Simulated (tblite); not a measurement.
Compound: CH6FSi2 (doublet state).
SMILES with atom numbers: `[F:1][C:2]([SiH3:3])[SiH3:4]` (hydrogens: H5, H6, H7 on Si3; H8, H9, H10 on Si4)

A start from a force field or distance geometry was refined with tblite, GFN2-xTB geometry optimisation, gas phase. Values at the start:

```tsv
coordinate	start
F1–C2	1.374 Å
C2–Si3	1.873 Å
Si3–H5	1.467 Å
Si4–H9	1.492 Å
F1–C2–Si3	112.6°
F1–C2–Si4	109.7°
C2–Si3–H5	106.7°
C2–Si3–H6	107.0°
C2–Si4–H9	107.2°
Si3–C2–Si4	104.3°
H5–Si3–H6	109.2°
H5–Si3–H7	112.7°
```

Task: How do these coordinates change at the GFN2-xTB level?

Result: 
```tsv
coordinate	GFN2-xTB (Å or °)	change
Si4–H9	1.465	-0.027
F1–C2	1.360	-0.014
C2–Si3	1.877	+0.004
Si3–H5	1.464	-0.003
Si3–C2–Si4	131.4	+27.1
F1–C2–Si4	114.6	+4.9
H5–Si3–H7	108.9	-3.8
H5–Si3–H6	112.1	+2.9
C2–Si3–H5	109.1	+2.4
F1–C2–Si3	113.9	+1.3
C2–Si3–H6	105.9	-1.1
C2–Si4–H9	107.9	+0.7
```

The energy falls by 56.8 kJ/mol over 48 L-BFGS steps, the largest force on an atom goes from 1.22 to 0.008 eV/Å, and the atoms move by 0.406 Å rms after alignment. The bond that changes most is Si4–H9 (ends: silicon bonded to C and 3 H; hydrogen on silicon), which shortens by 0.027 Å. Bonds longer at the end by more than 0.005 Å: 3 of 9; shorter: 2. Among the dihedrals that turn most is F1–C2–Si3–H5, from 93° to 45°. Rotational constants go from 5522, 3279, 2217 to 6400, 2549, 1902 MHz.

GFN2-xTB frequencies show an imaginary mode (60i cm⁻¹), so the point is no minimum at that level.

These are computed values.
